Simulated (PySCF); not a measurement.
Dipole moment and polarisability of `COC[C@@H](CF)OC`

Species: C5H11FO2.
Geometry (GFN2-xTB, Å), atoms numbered from 1 in this order:
```
atom  x, y, z in Å
C1    -3.1101    0.2198   -0.5328
O2    -1.8680   -0.0417    0.0725
C3    -0.7796    0.3850   -0.7080
C4     0.5250    0.0764    0.0323
C5     0.6468   -1.4363    0.2495
F6     1.4970   -1.7247    1.2910
O7     1.5653    0.6089   -0.7553
C8     2.8065    0.7083   -0.0908
H9    -3.1949   -0.2924   -1.4988
H10   -3.2574    1.2949   -0.6898
H11   -3.8711   -0.1569    0.1473
H12   -0.7705   -0.1277   -1.6819
H13   -0.8303    1.4672   -0.8951
H14    0.5012    0.5621    1.0207
H15   -0.3299   -1.8484    0.5146
H16    1.0528   -1.9235   -0.6424
H17    3.2033   -0.2719    0.1874
H18    2.7196    1.3233    0.8123
H19    3.4845    1.1867   -0.7946
```

Level: PBE0/def2-SVPD (PySCF), static field, nuclei fixed, core orbitals frozen in the response. The polarisability tensor in these axes (au):

```
x   87.23  1.09  2.65
y    1.09 67.73 -2.00
z    2.65 -2.00 65.55
```

Question: Diagonalise the tensor; give its mean and Δα, where Δα² is half the sum of the squared differences of the eigenvalues.

Answer: Principal values 64.01, 68.92 and 87.58 au; mean 73.50 au = 10.89 Å³ = 12.12 × 10⁻⁴⁰ C²·m²/J; Δα = 21.54 au (29 % of the mean).

Question: What is the dipole moment, and where does it point?

Answer: (-1.21, 0.76, -1.17) D, 1.85 D in size, pointing from the negative to the positive side. Measured along this direction, the outermost atoms are F6 at the negative end and H10 at the positive end.

Question: What would n − 1 = 2πNα be for an ideal gas of these molecules at 273.15 K and 1 atm, electronic part alone?

Answer: N = p/kT = 2.6868 × 10¹⁹ cm⁻³, so n − 1 = 2π × N × 10.89 × 10⁻²⁴ cm³ = 1839 × 10⁻⁶ at long wavelengths.

Question: In a dilute gas of rigid molecules at 273 K, how does the orientational term μ²/3kT compare with the electronic polarisability?

Answer: In Gaussian units μ²/3kT = 30.21 Å³ against 10.89 Å³, a ratio of 2.77; the Debye molar polarisation (4π/3)N_A(α + μ²/3kT) is 103.7 cm³/mol, leaving out the vibrational part.

Question: In TDDFT the mean static polarisability is Σ f/ω² over all singlet excitations (ω in hartree). How much of it do the 6 lowest give? Their energies (eV) and oscillator strengths: 7.16, 0.0263; 7.29, 0.0027; 7.48, 0.0071; 7.81, 0.0217; 7.98, 0.0067; 8.02, 0.0163.

Answer: They add up to 1.04 au, 1.4 % of the 73.50 au; the largest single term is 0.38 au, from the state at 7.16 eV. Terms in order: 0.38, 0.04, 0.09, 0.26, 0.08, 0.19 au. Higher excitations give the rest. The strengths listed sum to 0.081.

The structure is a single GFN2-xTB conformer in the gas phase; no vibrational or solvent corrections.
